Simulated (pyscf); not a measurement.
## H₃Si–NH–SiH(Cl)–Cl (SMILES [SiH3]N[SiH](Cl)Cl), singlet

Gas-phase minimum from PySCF at ωB97X-D3(BJ)/def2-SVP, one conformer. 

SMILES: [SiH3]N[SiH](Cl)Cl
```xyz
10

Si     1.2122     0.4593     0.4553
N     -0.0141     0.8087    -0.7559
Si    -1.6816     1.0542    -0.4797
Cl    -2.8197    -0.5745    -1.0198
Cl    -1.8678     1.3194     1.5510
H      1.4719     1.6324     1.3339
H      0.8276    -0.7013     1.3044
H      2.4511     0.1311    -0.3058
H      0.2928     0.7617    -1.7244
H     -2.2455     2.2167    -1.1943
```
Charge 0, spin multiplicity 1.

Bonded distances (Å): Si1–N2 1.759, Si1–H6 1.489, Si1–H7 1.489, Si1–H8 1.491, N2–Si3 1.708, N2–H9 1.017, Si3–Cl4 2.059, Si3–Cl5 2.056, Si3–H10 1.476. Bond angles (°): N2–Si1–H6 111.8, N2–Si1–H7 111.6, N2–Si1–H8 105.8, H6–Si1–H7 108.8, H6–Si1–H8 109.3, H7–Si1–H8 109.5, Si1–N2–Si3 126.7, Si1–N2–H9 115.9, Si3–N2–H9 117.1, N2–Si3–Cl4 112.6, N2–Si3–Cl5 105.5, N2–Si3–H10 114.1, Cl4–Si3–Cl5 108.1, Cl4–Si3–H10 106.5 (the first ones only).

Properties at ωB97X-D3(BJ)/def2-SVP:

| Item | Value |
|---|---|
| Harmonic wavenumbers, unscaled | 30, 121, 140, 160, 228, 326, 372, 524, 602, 648, 723, 737, 849, 878, 949, 960, 976, 1014, 1202, 2265, 2270, 2276, 2330, 3636 cm⁻¹ |
| Zero-point energy | 34.6 kcal/mol |
| Rotational symmetry number | 1 |
| Entropy of this conformer at 298 K and 1 atm, rigid rotor and harmonic oscillator, modes under 100 cm⁻¹ raised to 100 | 371.4 J/(mol K) |
| Dipole moment | 2.20 D |

Single-point totals, which compare only within one level:

| level | total energy (hartree) |
|---|---|
| ωB97X-D3(BJ)/def2-TZVP | -1557.46487 |
| PBE/def2-TZVP | -1556.61878 |
| r²SCAN/def2-TZVP | -1557.23072 |
| B3LYP-D3(BJ)/def2-TZVP | -1557.46705 |
| PBE0-D3(BJ)/def2-TZVP | -1556.77031 |
| M06-2X/def2-TZVP | -1557.28101 |
| ωB97M-D3(BJ)/def2-TZVP | -1557.57771 |

The lowest mode is so soft that the shape along it may change with the basis. Soft torsions are taken as harmonic, which can shift the entropy by several J/(mol K).
